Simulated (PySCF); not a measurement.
## Exercise with solution: dipole moment from atomic charges

In(Br)(Me)(OH) (CH4BrInO), SMILES [In]([OH])([CH3])[Br]. Atoms are numbered in the order given.

```xyz
8

In    -0.6033     0.0059     0.3455
Br     1.5939    -0.0220    -0.8976
C     -1.0063    -1.1808     2.0994
H     -1.2211    -2.2101     1.7795
H     -1.8750    -0.7616     2.6239
H     -0.1214    -1.1740     2.7493
O     -1.9258     1.2524    -0.4975
H     -1.5656     1.6889    -1.2829
```

Geometry: B3LYP-D3(BJ)/def2-SVP. The def2 effective core potentials stand for the cores of In; spin–orbit coupling is left out. One conformer was computed; it need not be the lowest.

Charges (e) from ωB97X/def2-TZVP (PySCF):

| atom | Mulliken | ESP fit |
|---|---|---|
| In1 | 0.844 | 0.842 |
| Br2 | -0.376 | -0.358 |
| C3 | -0.585 | -0.612 |
| H4 | 0.148 | 0.162 |
| H5 | 0.158 | 0.191 |
| H6 | 0.153 | 0.140 |
| O7 | -0.664 | -0.718 |
| H8 | 0.322 | 0.353 |

The dipole moment of the full density is 2.27 D.

Problem. What dipole moment does each set of point charges give, and which comes closer to that of the density?

Solution. 
μ = Σ q r, and 1 e Å = 4.8032 D.
Mulliken: Σ q r = (-0.241, -0.211, 0.417) e Å, |μ| = 2.52 D.
ESP fit: Σ q r = (-0.206, -0.235, 0.406) e Å, |μ| = 2.46 D.
ESP fit comes closer in size. Point charges leave out the atoms' own dipoles (lone pairs, polarised bonds); fits to the potential absorb them, partitions of the density don't.
